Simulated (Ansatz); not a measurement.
Pulling on the Ge2–H3 bond in GaGeH5 (SMILES [GaH2][GeH3]) (multiplicity 1 held, fragments rigid). Energies count from the point at 1.541 Å.
Geometry at that point (charge 0, multiplicity 1):
```xyz
7

Ga    -1.230    -0.078    -0.292
Ge     1.157     0.070     0.274
H      1.982    -1.143    -0.200
H      1.787     1.329    -0.362
H      1.359     0.200     1.799
H     -2.217     1.045     0.203
H     -1.801    -1.270    -1.146
```

Unrestricted levels (U-) break spin symmetry where that is lower. Active spaces are followed from a long bond inwards. Levels need not reach the same state.

Cores are frozen in the correlated methods. Filled d and f shells under p-block atoms count as core.

Run with Ansatz (Gaussian orbitals). Each number belongs to the level named beside it.

Q: What is the computed energy at R = 4.932 Å (U-MP2/cc-pVDZ)?

A: 332 kJ/mol

Doubts at one or more of the structures used: a spin-contaminated determinant (U-MP2/cc-pVDZ).

Ansatz is a quantum-chemistry and plane-wave program.
